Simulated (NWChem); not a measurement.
System: CH6OSi; SMILES OC[SiH3]

```xyz
9

O      0.3950     1.6667    -0.0430
C     -0.6301     0.6767     0.0055
Si     0.0990    -1.0928    -0.0238
H      0.9333     1.5631     0.7634
H     -1.2618     0.8236    -0.8966
H     -1.3182     0.8027     0.8790
H      1.0483    -1.2191     1.1415
H      0.8790    -1.3156    -1.2890
H     -0.9686    -2.1495     0.1046
```
Atoms are numbered in this order, from 1.

Program: NWChem. The geometry was optimised at PBE-D3(BJ)/def2-SVP. Level: PBE/def2-SVP with SMD (1 M gas to 1 M solution), gas-phase geometry. Reactions with the solvent are ignored.

**Question.** Among these, which solvent gives the highest value of “cavity-dispersion-structure term (kcal/mol)”?
A. cyclohexane
B. tetrahydrofuran
C. cyclohexanone
D. water

**Answer.** D, water. Values: tetrahydrofuran -0.6; cyclohexane -0.5; cyclohexanone -0.2; water 3.0
